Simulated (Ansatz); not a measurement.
Basis sets compared for NaAlF₄ (the lowest singlet isomer of a short search). Total charge 0; singlet. Geometry r2SCAN-D4/def2-SVP. Ansatz on 4 threads of Intel Xeon 6975P-C on a shared host; times are rough, and most runs start from earlier orbitals.

```csv
atom,x (Å),y (Å),z (Å)
Na1,-1.856,0.780,1.116
Al2,0.482,-0.202,-0.290
F3,1.861,0.723,-0.424
F4,-0.928,0.702,-0.779
F5,-0.053,-0.290,1.369
F6,0.495,-1.713,-0.993
```

The structure comes from a short search, and lower isomers may exist.

```
                         level  functions  energy (Eh)  HOMO (eV)  LUMO (eV)  wall time
               PBE-D4/def2-SVP         89    -803.3899      -7.39      -2.26     0.55 s
PBE-D4/def2-TZVP (with forces)        193    -804.0444      -7.85      -2.28      1.1 s
           r2SCAN-D4/def2-TZVP        193    -804.4678      -8.33      -1.49      1.4 s
              PBE0-D4/def2-SVP         89    -803.4334      -9.56      -1.70     0.55 s
             PBE0-D4/def2-TZVP        193    -804.0811      -9.92      -1.70      1.3 s
```

Q: Estimate the rows for PBE-D4/def2-TZVPD, r2SCAN-D4/def2-TZVPD, PBE0-D4/def2-TZVPD.

A: 
| level | functions | energy (Eh) | HOMO (eV) | LUMO (eV) | wall time |
| --- | --- | --- | --- | --- | --- |
| PBE-D4/def2-TZVPD | 238 | -804.0497 | -7.96 | -2.26 | 1.3 s |
| r2SCAN-D4/def2-TZVPD | 238 | -804.4720 | -8.41 | -1.45 | 2 s |
| PBE0-D4/def2-TZVPD | 238 | -804.0855 | -10.00 | -1.67 | 1.9 s |
